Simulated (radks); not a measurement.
The numbers below are computed, except where a source is named.
Mean orbital radii <r> (bohr) of the cerium ion Ce+, [Xe] 4f1 5d2, at several levels of relativity; Dirac values are averaged over j with weights 2j + 1. Spin-unpolarised spherical Kohn-Sham, PBE, point nucleus unless stated (finite: rms radius 4.8771 fm), a radial shooting solver on a logarithmic mesh with Libxc functionals. A level marked "c x" has the speed of light scaled by that factor and shares open shells by 2j + 1; other Dirac levels either fill j = l - 1/2 first or share by 2j + 1.

shell       non-rel.  scalar-rel., finite nucleus  Dirac, 2j+1 shares  Dirac, 2j+1 shares, finite nucleus  change of magnitude, last against first (%)
3s            0.2934                       0.2786              0.2783                              0.2783                                        -5.16
3p            0.2833                       0.2767              0.2762                              0.2762                                        -2.53
3d            0.2542                       0.2536              0.2536                              0.2536                                        -0.22
4s            0.6678                       0.6373              0.6372                              0.6373                                        -4.56
4p            0.6879                       0.6747              0.6742                              0.6742                                        -2.00
4d            0.7411                       0.7441              0.7444                              0.7444                                        +0.45
5s             1.597                        1.523               1.524                               1.524                                        -4.60
5p             1.798                        1.770               1.769                               1.769                                        -1.58
4f             1.037                        1.114               1.114                               1.114                                        +7.46
5d             2.771                        2.845               2.848                               2.848                                        +2.76
6s (empty)     4.318                        4.118               4.119                               4.119                                        -4.61
6p (empty)     5.319                        5.244               5.240                               5.240                                        -1.49
